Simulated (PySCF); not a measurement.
Level of theory: PBE-D3(BJ)/def2-TZVP // PBE0-D3(BJ)/def2-TZVP (PySCF). Gas-phase values, no solvent. Delta-SCF ions had no search for a lower state. Excitations are Tamm–Dancoff values on a coarser integration grid. The basis has no diffuse functions, so Rydberg states are missing or too high.

Reference species (SMILES): `C=[SiH2]` (neutral, multiplicity 1).

```yaml
LUMO: -2.07 eV
vertical ionisation energy (Delta-SCF): 8.91 eV
HOMO–LUMO gap: 3.60 eV
brightest of the four lowest singlets (TDA): 5.63 eV
```

After one change: the LUMO goes up by 0.57 eV; the vertical ionisation energy (Delta-SCF) falls by 0.53 eV; the HOMO–LUMO gap increases by 0.17 eV; the brightest of the four lowest singlets (TDA) rises by 0.05 eV.

Q: Which change was made? The new species is one of these.
(A) `C=[SiH]C`
(B) `C=[SiH][GeH3]`
(C) `C=[SiH]C(F)F` (C–Si–C–F torsion 11°)
(D) `C=[SiH]CF` (C–Si–C–F torsion 128°)

A: A, `C=[SiH]C`
